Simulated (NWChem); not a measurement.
System: BHOIF; SMILES OB(I)F

Here is an NWChem input.

```
start job
memory heap 200 mb stack 900 mb global 1100 mb
geometry units angstroms noautoz
  B      0.043458    -1.306237     0.000000
  F     -1.091397    -1.990373     0.000000
  I     -0.033472     0.825092     0.000000
  O      1.231196    -1.921466     0.000000
  H      1.152701    -2.884525     0.000000
end
basis spherical
  * library def2-svp
end
ecp
  I library def2-ecp
end
dft
  xc bhlyp
  iterations 150
end
tddft
  cis
  nroots 8
end
task tddft energy
```

All runs use the structure optimised with PBE0/def2-SVP. def2 effective core potentials on I; no spin-orbit coupling.

Vertical excitations in the gas phase.

Q: Give the results of this calculation. (BHandHLYP/def2-SVP with def2 effective core potentials on I, TDA.) Quantities: lowest excitation, singlet (eV); oscillator strength of that lowest state; lowest state with f > 0.02, singlet (eV); oscillator strength of that bright state; lowest triplet (eV); orbital gap (eV).

A: 
```json
{
  "lowest excitation, singlet (eV)": "6.94",
  "oscillator_strength_of_that_lowest_state": "0.000",
  "lowest state with f > 0.02, singlet (eV)": "7.52",
  "oscillator_strength_of_that_bright_state": "0.077",
  "lowest triplet (eV)": "6.36",
  "orbital gap (eV)": "9.92"
}
```
